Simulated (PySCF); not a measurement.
# Input and output

[Nd(O2)]+ (singlet in the valence; each metal's 4f electrons, 3 of them, lie in its core potential, out of spins and levels). PySCF 2.14.0, RKS BP86, Nd lcecp-1-TZVP with ECP49, O def2-TZVP; non-relativistic Hamiltonian with scalar-relativistic core potentials where named; density fitting; no spin-orbit coupling. Purpose: basis and core treatment f-in-core-III/TZVP.

```python
mol = gto.M(atom='''
Nd    -0.00000     0.00000    -0.22641
O      0.74902    -0.00000     1.66726
O     -0.74902     0.00000     1.66726''',
    basis={'Nd': 'lcecp-1-TZVP', 'O': 'def2-TZVP'},
    ecp={'Nd': 'lcecp-1-TZVP'},
    charge=1, spin=0)
mf = dft.RKS(mol, xc='B88,P86')
mf.grids.atom_grid = (75, 302)  # f atoms: unpruned, at least (60, 302)
mf = mf.density_fit()  # fitting sets: Nd AutoAux, O def2-universal-JKFIT
mf.conv_tol = 1e-08; mf.max_cycle = 55
mf.kernel(dm0)  # dm0: free metal ions and neutral atoms
mf.nuc_grad_method().kernel()
```

Run from Python with OMP_NUM_THREADS=2; the lines above give its settings. Where DIIS fails, smearing, a level shift and second-order steps follow.
It took 5.9 s on 2 threads of Arm Neoverse V1, with other jobs on the host.

Task: Where do the frontier levels lie, over both spins?

Result: HOMO -10.78 eV, LUMO -8.00 eV. The 4f levels lie in the core potential and are missing.

Task: What are the Mulliken charges and spins?

Result: 
| atom | charge (e) | spin (e) |
| --- | --- | --- |
| Nd1 | 1.578 | 0.000 |
| O2 | -0.289 | 0.000 |
| O3 | -0.289 | 0.000 |
The spin of the 4f electrons in the core isn't counted.

Task: What forces act on the atoms (eV/Å)?

Result: 
```
Nd   0.00  0.00  0.46
O   -0.05  0.00 -0.23
O    0.05  0.00 -0.23
```
Forces carry noise of the integration grid, about 0.01 to 0.03 eV/Å.

The geometry was relaxed with BP86 (Nd lcecp-1-SVP with ECP49, O def2-SVP).

An lcecp potential fixes the number of 4f electrons, so in runs with it no electron can move into or out of that shell.
